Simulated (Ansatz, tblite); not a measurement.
Removing an electron: SnEt3F (C₆H₁₅FSn). Charge 0, multiplicity 1. Geometry: PBE0-D4/def2-SVP. Ansatz, gas phase; energy differences of separate SCF runs; the oxidised species was run as a doublet alone.

| atom | x (Å) | y (Å) | z (Å) |
| --- | --- | --- | --- |
| Sn1 | -0.015 | 0.005 | 0.016 |
| C2 | 0.191 | 1.899 | -0.990 |
| C3 | -1.126 | 2.662 | -1.048 |
| H4 | 0.594 | 1.706 | -1.999 |
| H5 | 0.961 | 2.470 | -0.447 |
| H6 | -1.007 | 3.645 | -1.532 |
| H7 | -1.892 | 2.111 | -1.618 |
| H8 | -1.535 | 2.834 | -0.041 |
| C9 | 1.828 | -0.896 | 0.674 |
| C10 | 2.622 | 0.024 | 1.592 |
| H11 | 2.408 | -1.177 | -0.221 |
| H12 | 1.560 | -1.836 | 1.183 |
| H13 | 3.546 | -0.458 | 1.954 |
| H14 | 2.921 | 0.952 | 1.079 |
| H15 | 2.033 | 0.316 | 2.475 |
| C16 | -1.437 | -1.353 | -0.865 |
| C17 | -1.788 | -2.504 | 0.068 |
| H18 | -1.015 | -1.715 | -1.817 |
| H19 | -2.329 | -0.759 | -1.122 |
| H20 | -2.542 | -3.175 | -0.377 |
| H21 | -0.906 | -3.121 | 0.305 |
| H22 | -2.194 | -2.138 | 1.023 |
| F23 | -0.881 | 0.508 | 1.710 |

In the def2 sets Sn takes a core potential; there is no spin–orbit coupling. The xTB rows come from tblite.

```tsv
level	−HOMO (eV)	vertical IE (eV)	−LUMO (eV)	HOMO–LUMO gap (eV)
GFN1-xTB	11.62	13.96	6.83	4.79
GFN2-xTB	10.72	12.94	6.01	4.71
r2SCANh-D4/def2-TZVP	6.89	8.95	-0.07	6.96
PBE0-D4/def2-TZVP	7.40	9.09	-0.23	7.63
```

Relaxing the oxidised species (PBE0-D4/def2-SVP) changes its energy by -0.72 eV at PBE0-D4/def2-TZVP, so the adiabatic ionisation energy to this nearest minimum is 8.37 eV.  Run but left out: PBE-D4/def2-TZVP (charge +1 doublet: an occupied level 0.28 eV above an empty one).  Raw xTB energy differences between charge states are shifted by several eV; the methods need an empirical correction for them.
